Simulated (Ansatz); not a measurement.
Input file for Ansatz (a program for electronic structure): R-B3LYP/def2-TZVPP on C3H4O (SMILES O=C1CC1).

Ansatz 0.2 input:
```yaml
crystal:
  periodic: [false, false, false]
  atoms:
    - {symbol: O, position_ang: [-1.33331435, 1.64731342, 0.12856513]}
    - {symbol: C, position_ang: [-0.58344845, 0.72085172, 0.05625597]}
    - {symbol: C, position_ang: [0.80359310, 0.24815279, 0.06450507]}
    - {symbol: C, position_ang: [-0.41650880, -0.72639634, -0.10186030]}
    - {symbol: H, position_ang: [1.42281681, 0.42967381, -0.80634508]}
    - {symbol: H, position_ang: [1.34138995, 0.22234799, 1.00518412]}
    - {symbol: H, position_ang: [-0.65796926, -1.37462634, 0.73256369]}
    - {symbol: H, position_ang: [-0.57655899, -1.16731705, -1.07896861]}
basis:
  gaussian:
    orbitals: def2-TZVPP
hamiltonian:
  xc: {name: B3LYP}
scf: {lower_state_search: off}
```

Output:

```
WARN ansatz: RAYON_NUM_THREADS=4 ignored (pool sized by the plan → 4); use --threads N
Functional definition: B3LYP
these checks for a lower state are left out or cut short: stability, starts, cluster_reference, orbital_swaps, neighbouring_geometries, increment
integrals: 0.07 GiB planned
927 factors; their error is unknown
mean field: 0.75 GiB planned
mean field evaluation 1: about -5216.2607 eV, gradient 6.0e1 eV
mean field evaluation 2: about -5212.6916 eV, gradient 7.3e1 eV
mean field evaluation 4: about -5223.5404 eV, gradient 5.6e0 eV
mean field evaluation 8: about -5223.5988 eV, gradient 4.9e-2 eV
mean field evaluation 16: about -5223.5889 eV, gradient 1.3e-5 eV
mean field -5223.58885137 eV, -191.9633496120 hartree, gradient 1.4e-6 eV, S^2 0.000000; 0 other end points of the search recorded, 0 dependent functions left out
reference -5223.58907742 eV, -191.9633579194 hartree; 15, 15 occupied and 165, 165 virtual orbitals, 927 factors
Total energy: -5223.58907742 eV, -191.9633579194 hartree
Checks for a lower state left out: stability, starts, cluster_reference, orbital_swaps, neighbouring_geometries, increment
```

Self-consistency was reached.

Cost: about 3 core-seconds (a rough figure).
